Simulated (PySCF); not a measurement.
# Polarisability and C₆ of Br (bromine, neutral)

[Ar] 3d10 4s2 4p5, 2P determinant. Computed with PySCF 2.14 in aug-cc-pVTZ-PP with ECP10MDF, with scalar relativity through the core potential. Coupled (time-dependent) response in atomic units; α is the mean over directions.

```tsv
method	mean α (bohr³)	α xx, yy, zz	C₆ (like pair)	S(−4)
UHF	20.11	18.39, 20.97, 20.97	160.5	87.20
PBE	22.24	19.91, 23.41, 23.41	181.4	118.7
PBE0	21.30	19.23, 22.33, 22.33	172.0	103.9
M06-L	21.75	19.47, 22.89, 22.89	180.2	105.9
M06-2X	21.35	19.49, 22.28, 22.28	170.4	106.0
```

S(−4) is the Cauchy moment in α(ω) = α(0) + S(−4) ω² + …

Reference α: 21 ± 1 bohr³ (recommended; Schwerdtfeger and Nagle, table of static dipole polarizabilities (2023 update)). Published C₆: 162.0 (Chu and Dalgarno (2004); Tang, Norbeck and Certain (1976)).

Spin-orbit coupling is absent.

α(iu) at PBE:

```csv
u (hartree),α(iu) (bohr³)
0,22.24
0.0500,21.95
0.100,21.14
0.200,18.56
0.300,15.66
0.500,10.80
0.750,6.985
1.00,4.781
1.50,2.596
2.00,1.621
3.00,0.8112
5.00,0.3297
```

The components differ because the open shell of this determinant is not spherical; for a pure term their mean is the scalar polarisability.

Energies and moments cover only the electrons outside the core potential.
